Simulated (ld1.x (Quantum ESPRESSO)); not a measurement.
# Varying the TM potential for Bi (Z = 83)

Base potential:

ld1.x (Quantum ESPRESSO) 7.5 input, shortened:

```
&input
   title='Bi', zed=83., rel=2, dft='PBE', iswitch=3,
   config='[Xe] 4f14 5d10 6s2 6p3 6d-2', rel_dist='average'
 /
 &inputp
   pseudotype=2, tm=.true., lloc=0,
   nlcc=.false.
 /
3
6P  2  1   3.00   0.00  2.05  2.05  0.0
6D  3  2  -2.00   0.10  2.10  2.10  0.0
6S  1  0   2.00   0.00  1.90  1.90  0.0
 &test
   configts(1)='6s2 6p3'
 /
```

Open shells are filled in proportion to 2j + 1 (rel_dist='average').

Cutoffs, loose and tight: the cutoffs (Ry, on a coarse ladder) from which the occupation-weighted sum of valence levels, in a spherical-Bessel basis at the reference potential, stays within 10 and 1 mRy of its value at 400 Ry. They do not see the model core or the augmentation charge, which bear on the density cutoff. Test errors are all-electron minus pseudo excitation energies from the reference, over the configurations 6s2 6p2; 6s2 6p1; 6s2 6p0; 6s1 6p4; 6s2 6p2.5; 6s2 6p3.3; 6s1 6p0. A dash means not determined; rows that change the core or the reference have their own tests.

A true bound ghost makes a file unfit for plane-wave use even where its test errors are small: the radial tests pick states by their node count and pass the ghost by.

| change | outcome | cutoff, loose | cutoff, tight | bound ghosts | largest test error (meV) |
| --- | --- | --- | --- | --- | --- |
| base | generated | 30 Ry | 50 Ry | d3/2, d5/2 | +215 |
| wave 6s (bound): rc 1.90 bohr becomes 6s (bound): rc 1.82 bohr | generated | 30 Ry | 50 Ry | d3/2, d5/2 | +215 |
| reference 6s2 6p2 | generated | 30 Ry | 50 Ry | d3/2, d5/2 | +295 |
| wave 6d channel at 0.1 Ry: rc 2.10 bohr becomes 6d channel at 0.24 Ry: rc 2.10 bohr | generated | 30 Ry | 50 Ry | d3/2, d5/2 | +215 |
| wave 6d channel at 0.1 Ry: rc 2.10 bohr becomes 6d channel at 0.1 Ry: rc 3.10 bohr | generated | 30 Ry | 50 Ry | none | +215 |
| core [Xe] 4f14, valence charge 15; reference 5d10 6s2 6p1.5; waves now 6s (bound): rc 1.65 bohr; 6p (bound): rc 2.20 bohr; 5d (bound): rc 1.65 bohr; 5f channel at -0.1 Ry: rc 1.85 bohr; local potential all-electron potential smoothed inside 2.10 bohr (lloc = -1); core correction a·sin(br)/r model core, default radius (core density twice the valence density) | generated | 60 Ry | 100 Ry | s | -165 |
| all radii scaled by about 0.72 (s 1.38, p 1.48, d 1.52 bohr) | generated | 230 Ry | over 300 Ry | p3/2, p1/2 | +327 |
